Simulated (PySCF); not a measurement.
System: H2O (cation, charge +1), doublet: symmetric bend, bond length relaxed. Scanned: H-O-H angle. Other coordinates (O-H bond length) were minimised at B3LYP/def2-TZVP.

- PBE = unrestricted PBE/cc-pVTZ (PySCF 2.14.0)
- wB97X-V = unrestricted wB97X-V/cc-pVTZ (PySCF)
- CCSD(T) on UHF/cc-pVTZ, 1 core orbital frozen (PySCF)

Energies relative to the lowest point of each profile, in kJ/mol; the last columns give the difference from CCSD(T):

| a / ° | PBE | wB97X-V | CCSD(T) | PBE − CCSD(T) | wB97X-V − CCSD(T) |
|---|---|---|---|---|---|
| 180 | 91.3 | 90.2 | 97.2 | -5.9 | -7.0 |
| 172 | 88.6 | 87.4 | 94.2 | -5.6 | -6.8 |
| 164 | 80.8 | 79.5 | 85.7 | -4.8 | -6.1 |
| 156 | 68.9 | 67.5 | 72.7 | -3.7 | -5.2 |
| 148 | 54.3 | 52.7 | 56.8 | -2.5 | -4.2 |
| 140 | 38.6 | 36.9 | 40.1 | -1.5 | -3.1 |
| 132 | 23.6 | 22.1 | 24.2 | -0.6 | -2.2 |
| 124 | 11.2 | 9.9 | 11.2 | 0.0 | -1.3 |
| 116 | 2.8 | 2.1 | 2.6 | 0.2 | -0.6 |
| 108 | 0.0 | 0.0 | 0.0 | 0.0 | 0.0 |
| 100 | 4.0 | 5.0 | 4.5 | -0.5 | 0.5 |
| 92 | 15.8 | 18.1 | 17.2 | -1.4 | 0.9 |
| 84 | 36.3 | 40.1 | 39.0 | -2.7 | 1.2 |
| 76 | 66.1 | 71.7 | 70.3 | -4.2 | 1.3 |
| 68 | 105.9 | 113.4 | 112.0 | -6.2 | 1.3 |
| 60 | 156.3 | 165.8 | 164.7 | -8.5 | 1.0 |

PBE is furthest from CCSD(T) at 60 (-8.5 kJ/mol, below); its mean absolute difference over the points is 3.0 kJ/mol.

wB97X-V is furthest from CCSD(T) at 180 (-7.0 kJ/mol, below); its mean absolute difference over the points is 2.7 kJ/mol.
